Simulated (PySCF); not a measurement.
Sn(H)(NH2) (H3NSn), SMILES [SnH][NH2] (connectivity only; charge and spin as stated), neutral, multiplicity 1. Geometry optimised at B3LYP-D3(BJ)/def2-TZVP. The def2 effective core potentials stand for the cores of Sn; spin–orbit coupling is left out.

Calculation: B3LYP-D3(BJ)/def2-TZVP (PySCF).

Harmonic wavenumbers (cm⁻¹): 411, 537, 594, 598, 751, 1555, 1667, 3543, 3651. Rotational constants (GHz): 109.9, 8.032, 7.486; symmetry number 1.

**Question.** Work out the zero-point energy and the ideal-gas rigid-rotor harmonic-oscillator thermochemistry at 298.15 K and 1 atm.

**Answer.** ZPE = ½ Σ hcν = ½ × 13307 cm⁻¹ = 79.59 kJ/mol. H − E(el) = 91.93 kJ/mol. Entropy in J/(mol K): translation 169.99, rotation 89.59, vibration 11.19, total 270.78. G − E(el) = 11.20 kJ/mol. Cp = 56.41 J/(mol K).
